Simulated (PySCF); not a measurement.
Spinor energies of Ga²⁺ (gallium, charge +2)

Start: [Ar] 3d10 4s1; 4s1/2 filled at m_j = +1/2. Calculated with PySCF 2.14 in x2c-TZVPall-2c (6s7p4d1f, 54 functions): generalised Hartree-Fock with the X2C-1e Hamiltonian and a Gaussian nucleus; one run each with spin-orbit coupling (SO) switched off, then screened by Boettger's factors. This is a chosen level, not necessarily the ground level.

```tsv
spinor shell	electrons	ε, spin-free (eV)	ε, screened SO (eV)	weight of nominal j (screened SO)	rms radius, screened SO (bohr)
1s1/2	2	-10461.7	-10461.5	1.000	0.0560
2s1/2	2	-1361.2	-1361.1	1.000	0.235
2p1/2	2	-1183.0	-1202.0	1.000	0.209
2p3/2	4	-1183.0	-1173.9	1.000	0.212
3s1/2	2	-199.01	-199.00	1.000	0.699
3p1/2	2	-143.15	-145.79	1.000	0.730
3p3/2	4	-143.15	-141.88	1.000	0.740
3d3/2	4	-51.765	-52.076	0.991	0.883
3d5/2	6	-51.765	-51.556	0.994	0.887
4s1/2	1	-29.740	-29.740	1.000	2.29
```

```csv
quantity,spin-free,screened SO
E (hartree),-1941.24440,-1941.30745
M_J,1/2,1/2
⟨J²⟩,0.751,0.751
⟨L²⟩,0.000,0.002
⟨S²⟩,0.751,0.752
```

Each row is a mean over spinors that exchange with the open shell spreads, by up to 0.473 eV (3s1/2).

Without spin-orbit coupling the j labels of p, d and f shells carry no meaning; the spin-free column gives the mean over the occupied spinors of each nl shell.
